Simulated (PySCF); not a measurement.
C8H6.
Numbering: `[CH:1]#[C:2][CH:3]=[C:4]1[CH:5]=[CH:6][CH:7]=[CH:8]1` (hydrogens: H9 on C1; H10 on C3; H11 on C5; H12 on C6; H13 on C7; H14 on C8)

Method: PySCF 2.14.0, PBE0-D3(BJ)/def2-SVP geometry optimisation, gas phase; density fitting, grid level 2; the optimiser is geomeTRIC in internal coordinates, started from a GFN2-xTB structure.

Step 0: E = -8374.4170 eV
```
atom  x, y, z in Å  |  force x, y, z in eV/Å
C1      3.3312    0.4894    0.9126    0.185   0.089   0.046
C2      2.3488   -0.1454    0.6288   -0.474  -0.289  -0.135
C3      1.2155   -0.8970    0.2973   -0.036  -0.011  -0.007
C4     -0.0296   -0.3814    0.2203   -0.348   0.065  -0.044
C5     -0.4362    0.9990    0.4509    0.306   0.009   0.048
C6     -1.7666    1.0749    0.2646   -0.080  -0.037  -0.019
C7     -2.2713   -0.2435   -0.0910   -0.075   0.057   0.001
C8     -1.2435   -1.1113   -0.1183    0.207  -0.230  -0.017
H9      4.1854    1.0461    1.1591    0.896   0.578   0.259
H10     1.3847   -1.9486    0.0966   -0.059  -0.445  -0.099
H11     0.2430    1.7859    0.7185    0.347   0.464   0.154
H12    -2.3856    1.9494    0.3557   -0.269   0.521   0.067
H13    -3.3056   -0.4566   -0.2941   -0.541  -0.189  -0.120
H14    -1.2710   -2.1613   -0.3432   -0.059  -0.581  -0.134
```

**Question.** Estimate the geometry and energy of step 1. (The exact step hangs on the optimiser's Hessian estimate; all steps are aligned on step 0, rigid shifts and turns removed.)

**Answer.** E = -8374.4856 eV, largest force 0.190 eV/Å
```
atom  x, y, z in Å  |  force x, y, z in eV/Å
C1      3.3727    0.4824    0.9167    0.155   0.101   0.044
C2      2.3697   -0.1410    0.6330   -0.057  -0.023  -0.013
C3      1.2166   -0.8875    0.3002   -0.014  -0.083  -0.021
C4     -0.0380   -0.3736    0.2191    0.058  -0.002   0.009
C5     -0.4435    1.0137    0.4519    0.020   0.031   0.009
C6     -1.7838    1.0794    0.2633   -0.044   0.096   0.012
C7     -2.2865   -0.2536   -0.0954   -0.092  -0.036  -0.021
C8     -1.2483   -1.1242   -0.1231   -0.004  -0.039  -0.009
H9      4.2559    1.0448    1.1690   -0.075  -0.062  -0.024
H10     1.3627   -1.9559    0.0957    0.000   0.045   0.010
H11     0.2376    1.8192    0.7252   -0.021  -0.025  -0.008
H12    -2.4054    1.9723    0.3582    0.021  -0.041  -0.005
H13    -3.3329   -0.4869   -0.3029    0.044   0.006   0.008
H14    -1.2773   -2.1896   -0.3532    0.009   0.032   0.008
```

The energy changes by -0.0686 eV. The first-order estimate −F·Δx gives -0.1419 eV and the mean of the old and new forces, exact on a quadratic surface, -0.0693 eV. The step makes an angle of 50° with the force vector and moves no atom by more than 0.071 Å.

The cost below is that of the whole optimisation. Time: 35 s of wall time; peak memory 0.70 GiB. Hardware: one thread of an Arm Neoverse V2, shared host with 192 logical CPUs at a one-minute load of 37.
